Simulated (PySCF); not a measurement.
Compound: C6H13NO.
SMILES with atom numbers: `[CH3:1][O:2]/[CH:3]=[C:4](\[CH3:5])[C@H:6]([CH3:7])[NH2:8]` (hydrogens: H9, H10, H11 on C1; H12 on C3; H13, H14, H15 on C5; H16 on C6; H17, H18, H19 on C7; H20, H21 on N8)

Geometry (PBE0-D3(BJ)/def2-SVP, Å), atoms numbered from 1 in this order:
```xyz
21
C6H13NO angstrom
C      3.330    0.020   -0.151
O      2.132   -0.519    0.328
C      1.005    0.121   -0.063
C     -0.216   -0.245    0.354
C     -0.426   -1.391    1.293
C     -1.442    0.490   -0.144
C     -2.163   -0.299   -1.234
N     -1.095    1.800   -0.669
H      4.149   -0.600    0.239
H      3.375    0.008   -1.255
H      3.482    1.060    0.193
H      1.126    0.961   -0.756
H      0.528   -1.866    1.555
H     -1.083   -2.162    0.855
H     -0.914   -1.056    2.225
H     -2.138    0.552    0.725
H     -2.407   -1.318   -0.899
H     -1.521   -0.367   -2.125
H     -3.108    0.192   -1.519
H     -1.923    2.259   -1.041
H     -0.738    2.391    0.080
```

Jobs on this species (21 atoms, 64 electrons) with PySCF (density fitting). Hardware of each: one thread, AMD EPYC (x86_64), on a shared host. The host was shared with other jobs, so the times are rough. Peak memory is the resident size of the whole Python process, interpreter and libraries included.

```
                          level and settings                                                              work  basis functions  SCF cycles  wall time  peak memory
wB97X-D/def2-SVPD, IEF-PCM dimethylsulfoxide                          6 singlets by full TDDFT, polarisability              267           ?          ?            ?
    PBE0/pcSseg-1, IEF-PCM dimethylsulfoxide                                                        shieldings              201           ?          ?            ?
      wB97X-D/def2-SVPD, IEF-PCM cyclohexane                          6 singlets by full TDDFT, polarisability              267           ?          ?            ?
                           wB97X-D/def2-SVPD  6 singlets by full TDDFT, polarisability, dynamic polarisability              267          14    2.2 min      1.4 GiB
          PBE0-D3(BJ)/def2-SVP, grid level 1      geometry optimisation from a GFN2-xTB start shaken at random              177          77    4.9 min     0.84 GiB
          PBE0/pcSseg-1, IEF-PCM cyclohexane                           shieldings, charges and field gradients              201          14       66 s      1.1 GiB
```

Q: Fill in the missing figures.

A: 
- wB97X-D/def2-SVPD, IEF-PCM dimethylsulfoxide; 6 singlets by full TDDFT, polarisability: 1.8 min, 1.3 GiB, 14 SCF cycles
- PBE0/pcSseg-1, IEF-PCM dimethylsulfoxide; shieldings: 61 s, 1.1 GiB, 14 SCF cycles
- wB97X-D/def2-SVPD, IEF-PCM cyclohexane; 6 singlets by full TDDFT, polarisability: 1.8 min, 1.3 GiB, 14 SCF cycles

Q: What do all jobs in the table cost together?

A: About 13 min; the longest takes about 38 % of that, and about 4.8 times as long as the shortest.
